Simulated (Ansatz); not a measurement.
**Reading a saddle point**

A first-order saddle point of InH$_{2}$BrCl$_{2}$, closed shell, PBE0-D4/def2-TZVP, with one imaginary mode of 1012i cm⁻¹:

```tsv
atom	x (Å)	y (Å)	z (Å)
In1	-0.4814	-0.1235	-0.4120
H2	1.0144	0.9611	-0.5037
Cl3	-0.3351	-2.1071	-1.5636
Cl4	-2.4642	0.9617	0.0042
H5	1.2598	0.5948	0.5465
Br6	1.0065	-0.2870	1.9287
```

Program: Ansatz 0.2.0. Basis: def2-TZVPP and def2-QZVPP. Cores are frozen in the correlated methods. Filled d shells of the heavier atoms are correlated. Core potentials replace the inner electrons of the atoms past krypton. The def2 sets are not built for correlating such inner shells, so the correlated values are less sure here. Extrapolation: Hartree–Fock as exp(−7.88 √X), correlation as X^−2.97.

Which contacts change along the imaginary mode, and what lies on either side? (A judgement: the text doesn't fix the answer.)

Computed: The step is InHCl₂ ([Cl][InH][Cl]) + HBr → InBrCl₂ ([Cl][In]([Cl])[Br]) + H₂, with the molecules in contact on both sides. Shortening one way: In1–Br6, H2–H5; lengthening the same way: In1–H2, H5–Br6.
```tsv
pair	one side (Å)	saddle (Å)	other side (Å)
In1–Br6	3.05	2.78	2.44
H2–H5	3.35	1.14	0.75
In1–H2	1.70	1.85	2.72
H5–Br6	1.42	1.66	3.41
```

Which side is lower, and how far does the saddle lie above each? (Judge from chemistry; the value comes from the calculation.)

Computed: The side with In1–Br6, H2–H5 short is lower by 0.847 eV; the saddle lies 1.580 eV above it and 0.733 eV above the other (CCSD(T) at an estimated basis limit (MP2 extrapolated from triple and quadruple zeta, plus CCSD(T) − MP2 in triple zeta); electronic energies).

No T1 diagnostic of these runs exceeds 0.012. The start structure is not quite a true minimum (one mode of 84i cm⁻¹).

Labels in which every atom is bracketed show which atoms are joined, not bond orders.

For scale, one of the runs: CCSD(T)/def2-TZVPP, 210 basis functions, launched by `ansatz run in.yaml --threads 8 --pin off --events-out ev --progress --plain --max-ram 19148MiB`. The run took 82 s on 8 CPU threads of an Arm Neoverse V1 (shared host), with 3.2 GiB of host memory at its peak.
